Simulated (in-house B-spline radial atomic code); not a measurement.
Settings and results of a run for Tc2+. Computed with an all-electron radial atomic-structure program (B-spline basis): scalar-relativistic (X2C) PBE, spherical fractional occupations, Fermi nucleus of rms radius 4.41117 fm, inside a hard spherical wall at 4.85 bohr.

Command:
```bash
python run_scf.py task.json out
```
Settings (nuclear radius in fm, mass in u):
```
Z                43
configuration    [Kr] 4d5
hamiltonian      x2c
method           pbe,pbe
spin_polarised   False
nucleus          fermi
rms_radius       4.41117
atomic_mass      96.90636
speed_of_light   137.035999084
wall_radius      4.85
```

Output (hartree, bohr):
```
 radial grid: 63 intervals, B-splines of order 8, outer radius 4.85 bohr

 iter        energy (Eh)    residual
    1       -4279.097877    4.29e-01
    2       -4280.877012    2.69e-01
    3       -4283.865319    3.78e-02
    4       -4283.930386    9.11e-03
    5       -4283.932444    3.95e-03
    6       -4283.932851    7.70e-04
    7       -4283.932861    4.78e-04
    8       -4283.932871    3.97e-06
    9       -4283.932871    7.53e-07
   10       -4283.932871    4.11e-08

 total energy                     -4283.93287
 kinetic                            4450.0823
 electron-nucleus                 -10329.6209
 Hartree                            1724.3372
 exchange-correlation               -128.7314

 orbital      occ     eigenvalue          <r>       <r^2>       <1/r>       r_max
 1s         2.000      -766.3115    0.0337759  0.00155082     46.2448     0.02168
 2s         2.000      -109.8375     0.149185   0.0262997     10.3669      0.1261
 2p         6.000       -98.3931     0.130155   0.0207126     9.82478      0.1006
 3s         2.000       -19.6136     0.415249    0.197603     3.53668      0.3725
 3p         6.000       -15.8521     0.416207      0.2016     3.32259      0.3658
 3d        10.000        -9.7520     0.399084    0.191132     3.08185      0.3115
 4s         2.000        -3.2740      1.05871     1.27005     1.30034      0.9504
 4p         6.000        -2.2470        1.172     1.57275     1.15028       1.024
 4d         5.000        -0.8117      1.59562      3.0002     0.82757       1.264
```

Time taken, with all properties: 0.06 s on 1 thread of AMD EPYC 9R14, with other jobs on the host.

One-electron X2C: radii and densities carry no picture-change correction, so inner-shell <1/r> comes out high (for 1s by about 2 % at Z = 33, 5 % at 54, 10 % at 75, 30 % at 118) and <r> low.
